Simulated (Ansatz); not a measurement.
Gas-phase electronic energies from Ansatz, PBE0-D4/def2-TZVP geometries. CBS: MP2 limit from def2 TZ/QZ plus the TZ coupled-cluster correction, frozen cores. This one scheme is used for every species. Functionals use def2-TZVPP. B3LYP here is the variant with VWN-RPA as its local correlation; programs differ in this. Each species was taken in one conformer, which may not be the lowest.

Reaction (substitution at a C–C bond): `BOCCC` + H₂S → `BOCCS` + CH₄

```csv
level,ΔE (kcal/mol),difference from CCSD(T)/CBS
PBE-D4,-0.2,-0.9
PBE0-D4,0.4,-0.3
B3LYP-D4,0.1,-0.6
ωB97X-V,0.8,0.1
ωB97M-V,0.7,0.0
B2PLYP,0.4,-0.3
PBE0,0.6,-0.1
B3LYP,0.5,-0.2
HF/def2-TZVPP,1.7,1.0
MP2/def2-TZVPP,0.4,-0.3
CCSD/def2-TZVPP,1.6,0.9
CCSD(T)/def2-TZVPP,1.2,0.5
HF/def2-QZVPP,1.7,1.0
MP2/def2-QZVPP,0.1,-0.6
SCS-MP2/def2-QZVPP,0.4,-0.3
MP2/CBS(def2),-0.1,-0.8
CCSD(T)/CBS,0.7,0
```

Largest T1 diagnostic among the species: 0.013.
